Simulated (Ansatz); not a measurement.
H5B2Si, SMILES `B[B-][SiH3]` (lower singlet) (charge -1, multiplicity 1). This singlet lies 0.66 eV below the relaxed triplet at the level frozen-core CCSD(T)/aug-cc-pVTZ // PBE0-D3(BJ)/def2-TZVPD (Ansatz, a first-principles code).

Cartesian coordinates (Å):
SMILES: B[B-][SiH3]
```xyz
8

B      1.9620    -0.4071    -0.1584
B      0.4773    -0.0404    -0.0683
Si    -1.4301     0.3346     0.0964
H      2.7548     0.2910    -0.7623
H      2.4183    -1.4043     0.3652
H     -1.8766     1.5925     0.8057
H     -2.0259    -0.7814     0.9116
H     -2.2827     0.3818    -1.1507
```
Charge -1, spin multiplicity 1.

Frozen-core energies in aug-cc-pVDZ from Ansatz at a geometry from PBE0-D3(BJ)/def2-TZVPD; the HF reference has <S^2> = 0.00 (restricted, and unstable towards unrestricted orbitals) and the T1 diagnostic is 0.020.

| level | energy (Ha) |
|---|---|
| HF | -341.12685 |
| MP2 | -341.42445 |
| CCSD | -341.47891 |

### Question
Estimate the energies of CCSD(T), CCSDT and CCSDT(Q), and give each level's difference from CCSDT(Q).

### Answer

| level | energy (Ha) | difference from CCSDT(Q) (mHa) |
|---|---|---|
| MP2 | -341.42445 | 70.96 |
| CCSD | -341.47891 | 16.50 |
| CCSD(T) | -341.49270 | 2.71 |
| CCSDT | -341.49455 | 0.86 |
| CCSDT(Q) | -341.49541 | 0.00 |
